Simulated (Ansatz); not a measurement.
Species: sum formula SiH$_{2}$I (charge +1, singlet). 
Geometry from a B3LYP-D3(BJ)/def2-TZVP (Ansatz, a first-principles code) optimisation:
```
Si
H 1 1.4687
H 1 1.4687 2 120.23
I 1 2.3187 2 119.89 3 -180.00
```
Charge +1, spin multiplicity 1.

Parts of the frozen-core correlation energy in def2-SVP (Ansatz, hartree). Frozen orbitals: 14; correlated occupied orbitals by spin: 6 and 6; virtual: 34 and 34. Spin-orbit coupling is left out. In def2 rows, elements after Kr have scalar-relativistic effective core potentials.

| term | value |
|---|---|
| reference (HF) | -586.37936 |
| MP2 opposite-spin | … |
| MP2 same-spin | … |
| CCSD correlation | -0.20750 |
| (T) | … |
| CCSDT minus CCSD(T) | -0.00096 |
| T1 diagnostic | 0.023 |
| largest doubles amplitude | 0.066 |

Task: Some entries are withheld; supply them.

Result: 
- MP2 opposite-spin, value: -0.14132
- MP2 same-spin, value: -0.03851
- (T), value: -0.00648
